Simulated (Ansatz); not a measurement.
The molecule TcH, multiplicity 7 (an upper state: multiplicity 5 came lower at CCSD(T)/def2-TZVPP on PBE0 minima). No spin–orbit coupling.

The constants come from a fifth-degree fit in 1/R (seven points, main isotopes). In def2 and cc sets the state is the lowest found near the PBE0 minimum, followed along R.

The values were computed with Ansatz (Gaussian basis) for Hartree–Fock, density functionals and correlated methods. Values without a source in brackets are computed. In def2 rows elements past Kr take small-core potentials, without spin–orbit coupling.

Energies at PBE/def2-TZVPP:

```tsv
R (Å)	E (hartree)
1.666252	-81.28910486
1.711044	-81.29095543
1.752252	-81.29188482
1.798835	-81.29218510
1.845419	-81.29181983
1.899169	-81.29072275
1.961877	-81.28871853
```

Task: With a reduced mass of 0.9975 u, find the minimum, the force constant and the constants.

Result: A fifth-degree polynomial in 1/R puts the minimum at r_e = 1.7951 Å with force constant 135 N/m. Then ω_e = (1/2πc)√(k/μ) = 1518 cm⁻¹ and B_e = h/(8π²cμr_e²) = 5.245 cm⁻¹; the cubic and quartic terms give α_e = 0.16 and ω_e x_e = 29 cm⁻¹.

Ansatz is a program for electronic structure.
